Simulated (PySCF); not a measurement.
C2H12N2Si2, SMILES C[Si@H](CN)N[SiH3].

The structure is a stationary point at B3LYP-D3(BJ)/def2-SVP. The structure was generated by enumeration; whether it is a known compound was not checked. One conformer was computed; it need not be the lowest.

Method: TDA-PBE/def2-SVPD (PySCF).

Vertical excitations. Isolated molecule, no solvent.

```json
[
 {"state": "S1", "energy (eV)": "4.71", "λ (nm)": "263", "f": "0.001", "main pairs": "HOMO→LUMO 100 %"},
 {"state": "S2", "energy (eV)": "5.31", "λ (nm)": "233", "f": "0.002", "main pairs": "HOMO→LUMO+1 99 %"},
 {"state": "S3", "energy (eV)": "5.44", "λ (nm)": "228", "f": "0.012", "main pairs": "HOMO−1→LUMO 98 %"},
 {"state": "S4", "energy (eV)": "5.57", "λ (nm)": "223", "f": "0.009", "main pairs": "HOMO→LUMO+2 99 %"},
 {"state": "S5", "energy (eV)": "5.76", "λ (nm)": "215", "f": "0.013", "main pairs": "HOMO→LUMO+3 99 %"},
 {"state": "S6", "energy (eV)": "5.90", "λ (nm)": "210", "f": "0.001", "main pairs": "HOMO→LUMO+4 99 %"},
 {"state": "T1", "energy (eV)": "4.65", "λ (nm)": "267", "f": "0", "main pairs": "HOMO→LUMO 99 %"},
 {"state": "T2", "energy (eV)": "5.21", "λ (nm)": "238", "f": "0", "main pairs": "HOMO−1→LUMO 93 %"}
]
```
Triplets are in the Tamm–Dancoff approximation.
